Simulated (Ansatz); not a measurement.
A barrier at the coupled-cluster level

Start structure (SiAsH7S, singlet), relaxed at PBE0-D4/def2-TZVP:

Si1  (-0.458, 1.114, 1.420)
S2  (1.499, 1.021, 0.555)
H3  (-1.257, 1.935, 0.481)
H4  (-0.412, 1.764, 2.755)
H5  (-1.055, -0.237, 1.564)
H6  (0.783, -0.702, -2.634)
As7  (-0.458, -1.034, -1.822)
H8  (2.024, 0.286, 1.551)
H9  (0.272, -2.097, -1.018)
H10  (-0.940, -2.050, -2.851)
(Å)

The step: SiH₄S ([SiH3][SH]) + AsH₃ → SiAsH₅ ([SiH3][AsH2]) + H₂S; bonds formed: Si1–As7, S2–H6; bonds broken: Si1–S2, H6–As7. Program: Ansatz 0.2.0. Basis: def2-TZVPP and def2-QZVPP. Cores are frozen in the correlated methods. Filled d shells of the heavier atoms are correlated. The def2 sets are not built for correlating such inner shells, so the correlated values are less sure here. Extrapolation: Hartree–Fock as exp(−7.88 √X), correlation as X^−2.97. Energies below are by CCSD(T) at an estimated basis limit (MP2 extrapolated from triple and quadruple zeta, plus CCSD(T) − MP2 in triple zeta).

Task: What are the electronic barrier and the energy of the step, from the start structure to the end structure? (To be estimated.)

Result: The calculation gives: Barrier 57.71 kcal/mol; step energy 6.17 kcal/mol (uphill); reverse barrier, their difference, 51.53 kcal/mol. Barrier and step energy count from the start structure, the reverse barrier from the end structure.

The saddle point: One imaginary mode of 874i cm⁻¹.
| pair | start (Å) | saddle (Å) | end (Å) |
| --- | --- | --- | --- |
| Si1–As7 | 3.89 | 2.74 | 2.36 |
| S2–H6 | 3.70 | 1.48 | 1.34 |
| Si1–S2 | 2.14 | 2.40 | 3.96 |
| H6–As7 | 1.52 | 2.09 | 4.54 |

Zero-point energy (harmonic, PBE0-D4): ZPE is 35.84 kcal/mol at the start and 34.47 kcal/mol at the saddle, so the barrier goes from 57.71 to 56.34 kcal/mol.

The T1 diagnostic stays at or below 0.013.

Labels in which every atom is bracketed show which atoms are joined, not bond orders.

For scale, one of the runs: CCSD(T)/def2-TZVPP, 230 basis functions, launched by `ansatz run in.yaml --threads 4 --pin off --events-out ev --progress --plain --max-ram 9574MiB`. Time: 86 s of wall clock on 4 CPU threads of an Arm Neoverse V2; the host was shared. Peak host memory: 3.6 GiB.
